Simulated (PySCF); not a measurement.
CH4BeO. Atoms are numbered in the order given.

```xyz
7

Be     0.0000     0.0000     1.6270
H      0.0000     0.0000     2.9602
O      0.0000     0.0000     0.2447
C      0.0000     0.0000    -1.1411
H     -0.8878    -0.5126    -1.5264
H      0.0000     1.0252    -1.5264
H      0.8878    -0.5126    -1.5264
```
Charge 0, spin multiplicity 1.

The structure is a stationary point at r2SCAN-D4/def2-TZVP.

These are TDA-ωB97X/def2-SVPD (PySCF) values and carry that method's errors.

Vertical excitations; the highest root listed may be one member of a degenerate set. Isolated molecule, no solvent. State labels are in the subgroup Cs.

Task: List the lowest excited states. (The exact figures need the calculation; the answer reports its results.)

Result: 
| state | symmetry | energy (eV) | λ (nm) | f | main pairs |
|---|---|---|---|---|---|
| S1 | A" | 8.02 | 155 | 0.002 | HOMO→LUMO+2, HOMO→LUMO, HOMO−1→LUMO+1 (degenerate set) |
| S2 | A' | 8.02 | 155 | 0.002 | HOMO−1→LUMO+2, HOMO−1→LUMO, HOMO→LUMO+1 (degenerate set) |
| S3 | A" | 8.03 | 154 | 0.000 | HOMO−1→LUMO+1 37 %, HOMO→LUMO 37 %, HOMO−1→LUMO+6 9 %, HOMO→LUMO+5 9 % |
| S4 | A" | 8.09 | 153 | 0.000 | HOMO→LUMO+2, HOMO−1→LUMO+1, HOMO→LUMO, HOMO−1→LUMO+6 (degenerate set) |
| S5 | A' | 8.09 | 153 | 0.000 | HOMO−1→LUMO+2, HOMO→LUMO+1, HOMO−1→LUMO, HOMO−1→LUMO+5 (degenerate set) |
| S6 | A' | 8.41 | 147 | 0.250 | HOMO−2→LUMO, HOMO−2→LUMO+5 (degenerate set) |
| S7 | A" | 8.41 | 147 | 0.250 | HOMO−2→LUMO+1, HOMO−2→LUMO+6 (degenerate set) |
| S8 | A' | 8.89 | 139 | 0.205 | HOMO→LUMO+1 41 %, HOMO−1→LUMO 41 % |
| S9 | A' | 9.39 | 132 | 0.390 | HOMO−2→LUMO+2 66 %, HOMO−2→LUMO+3 15 %, HOMO−2→LUMO+4 11 % |
| S10 | A" | 9.45 | 131 | 0.106 | HOMO→LUMO+4 77 %, HOMO→LUMO+3 14 % |
| T1 | A' | 7.60 | 163 | 0 | HOMO−2→LUMO, HOMO−2→LUMO+5 (degenerate set) |
| T2 | A" | 7.60 | 163 | 0 | HOMO−2→LUMO+1, HOMO−2→LUMO+6 (degenerate set) |
| T3 | A' | 7.74 | 160 | 0 | HOMO−1→LUMO 36 %, HOMO→LUMO+1 36 %, HOMO−1→LUMO+5 9 %, HOMO→LUMO+6 9 % |
| T4 | A' | 7.87 | 158 | 0 | HOMO→LUMO+1 28 %, HOMO−1→LUMO 27 %, HOMO−1→LUMO+2 22 %, HOMO→LUMO+6 7 % |
Triplets are in the Tamm–Dancoff approximation.
